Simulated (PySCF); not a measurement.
# What a mistake does to a calculation on BCH8NSi

These are calculations, not measurements. The program is PySCF 2.14.0, an open-source quantum chemistry code, run on an isolated molecule that a program drew, which may never have been made. The molecule is BCH8NSi (charge 0, singlet), drawn as the SMILES string `BNC[SiH3]`.

Each row is a Hartree-Fock (HF) and frozen-core CCSD(T) single point in the cc-pV(D+d)Z basis, meant for a local HF minimum. Run 1 is clean. Each other run has one planted mistake out of seven kinds, and not every kind appears here: one electron removed, one electron added, multiplicity raised by two, geometry at a saddle point, minimal basis STO-3G, one bond length entered in bohr, all coordinates scaled. The reference is restricted for singlets and unrestricted otherwise, and also for a bond in bohr. Adding or removing an electron swaps singlet and doublet. Electrons count all cores. HOMO and LUMO are orbital energies over both spins, the gradient is its largest component, and the lowest frequency (negative if imaginary) is given only where the gradient is small. Bond lengths are over the 11 bonds as drawn. T1 is the CCSD diagnostic: over 0.02 (restricted) or 0.045 (unrestricted) a single reference is doubtful.

Geometry of the clean run:
```xyz
12
BCH8NSi, angstrom
B    -1.6872    0.3378   -1.0707
N    -0.5326    0.8690   -0.5131
C     0.4692    0.1695    0.2806
Si    2.1584    0.0873   -0.5814
H    -2.4064    1.0555   -1.7125
H    -1.9482   -0.8241   -0.9046
H    -0.3305    1.8379   -0.6600
H     0.5761    0.6398    1.2643
H     0.1153   -0.8463    0.4649
H     2.0577   -0.7062   -1.8275
H     2.6046    1.4609   -0.9236
H     3.1594   -0.5330    0.3205
```

```
run,electrons,basis functions,<S^2>,HOMO (eV),LUMO (eV),gradient (hartree/bohr),lowest frequency (cm^-1),mean bond (Å),longest bond (Å),T1,HF (hartree),CCSD(T) (hartree),mistake
1,40,105,0.000,-10.40,3.88,4.3e-05,85,1.3439,1.898,0.0134,-410.62201,-411.20529,no fault
2,41,105,0.759,2.27,7.88,8.7e-02,-,1.3439,1.898,0.0273,-410.50610,-411.10696,one electron added
3,40,32,0.000,-8.53,9.17,3.6e-02,-,1.3439,1.898,0.0163,-405.81695,-406.06711,minimal basis STO-3G
4,40,105,2.024,-4.60,0.14,1.4e-01,-,1.3439,1.898,0.0193,-410.43742,-410.99304,multiplicity raised by two
5,40,105,0.000,-10.23,3.58,4.8e-02,-,1.4246,2.012,0.0154,-410.58728,-411.18248,all coordinates scaled
6,39,105,0.763,-17.56,-6.94,9.2e-02,-,1.3439,1.898,0.0331,-410.30745,-410.85345,?
```

**Which mistake was planted in run 6, and what did it cost?**

It counts 39 electrons, one fewer than the clean run, at the same geometry and basis. So the mistake is: one electron removed. Subtracting run 1 and multiplying by 627.51 kcal/mol a hartree, the energy moved by 197.4 kcal/mol in HF and 220.8 kcal/mol in CCSD(T).

Cautions from the logs. Run 2: the HOMO is above zero, so the electron isn't bound and the energy depends on the basis.
